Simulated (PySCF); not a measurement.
# Molecular orbitals of SiSe⁻

ωB97X at R = 2.179 Å; basis Si def2-TZVPPD, Se def2-TZVPPD; no relativity; PySCF 2.14. State: ²Π (doublet), unpaired electrons π ↑. Only the outer orbitals are listed, counted within each symmetry.

```csv
spin,orbital,occ.,ε (eV),on Si (%),main shells (%)
α,10σ,1,-15.93,19,"80 Se s, 13 Si s"
α,11σ,1,-9.32,68,"66 Si s, 19 Se p, 12 Se s"
α,5π,1,-4.51,28,"72 Se p, 28 Si p"
α,12σ,1,-4.28,54,"44 Se p, 36 Si p, 17 Si s"
α,5π,1,-4.05,21,"78 Se p, 18 Si p"
α,6π,1,-1.06,70,"64 Si p, 24 Se p"
α,6π,0,4.59,63,"48 Si p, 21 Se p, 16 Se d"
β,10σ,1,-15.75,19,"80 Se s, 12 Si s"
β,11σ,1,-8.48,63,"62 Si s, 25 Se p, 12 Se s"
β,5π,1,-4.00,20,"80 Se p, 17 Si p"
β,12σ,1,-3.94,60,"38 Se p, 36 Si p, 23 Si s"
β,5π,1,-3.67,18,"82 Se p, 14 Si p"
β,6π,0,4.68,57,"41 Si p, 26 Se p, 17 Se d"
```

Task: Which are the highest filled and the lowest empty level, where do they sit, and how wide is the gap?

Result: Highest filled α 6π at -1.06 eV (in %: 64 Si p, 24 Se p); lowest empty α 6π at 4.59 eV (in %: 48 Si p, 21 Se p, 16 Se d); the gap at ωB97X is 5.65 eV. Both belong to one degenerate shell, split only by its one-sided filling, so this is no excitation gap. An empty level above zero is unbound, and its energy depends on the basis.

```json
{
  "bond order (Mayer)": "2.02",
  "⟨S²⟩": "0.759",
  "charge on Si (Mulliken, basis-dependent)": "-0.41",
  "charge on Si (Löwdin, basis-dependent)": "-0.46",
  "dipole moment (positive dipole points towards Se; it is taken about the centre of mass and depends on that origin)": "2.11 D"
}
```

Spin–orbit coupling is left out. The state is the lowest determinant that a PBE0 search found; another state may lie lower at other levels.
